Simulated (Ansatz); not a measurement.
A geometry optimisation of FH7SSi3 with PBE0-D3(BJ)/def2-SVP

The starting geometry of this gas-phase singlet was optimised with GFN2-xTB; its bonds are those of `F[SiH2][SiH2][SiH2]S`.

```xyz
12

F    -2.4053    0.3464    0.1634
S     2.5512    0.1663   -3.3302
Si   -1.4845    0.7070   -1.1120
Si    0.6625    1.1124   -0.3444
Si    2.1587    1.8067   -1.9739
H    -2.1678    1.8638   -1.6836
H    -1.6547   -0.4554   -1.9739
H     0.6758    2.1443    0.7056
H     1.2090   -0.0810    0.3309
H     3.4803    2.2514   -1.5322
H     1.6536    2.8006   -2.9134
H     3.0702   -0.6561   -2.4314
```

Q: Where would you expect an optimisation with PBE0-D3(BJ)/def2-SVP to take it?

A: It keeps its bonds, and is `F[SiH2][SiH2][SiH2]S`.

The energy falls by 0.29 eV over 19 steps:

```tsv
step	E − E(last) (eV)
1	0.288
3	0.059
5	0.038
7	0.030
9	0.025
11	0.015
13	0.008
15	0.001
17	0.000
19	0.000
```

Final geometry (Å):

```
atom    x (Å)    y (Å)    z (Å)
   F  -2.4194   0.4971  -0.1251
   S   1.7455   0.3821  -3.4352
  Si  -1.1844   0.5247  -1.1936
  Si   0.7767   1.2281  -0.1086
  Si   2.1327   1.8665  -1.9047
   H  -1.5448   1.4808  -2.2795
   H  -1.0323  -0.8515  -1.7434
   H   0.5182   2.3359   0.8626
   H   1.4136   0.0791   0.6103
   H   3.5895   1.9951  -1.5967
   H   1.6445   3.1395  -2.5118
   H   2.1093  -0.6713  -2.6695
```

The end wasn't checked by frequencies. Run with Ansatz 0.2.0, 2.2 min on 2 threads of Intel(R) Xeon(R) Processor @ 2.50GHz (Skylake/Cascade Lake), with other jobs on the host.
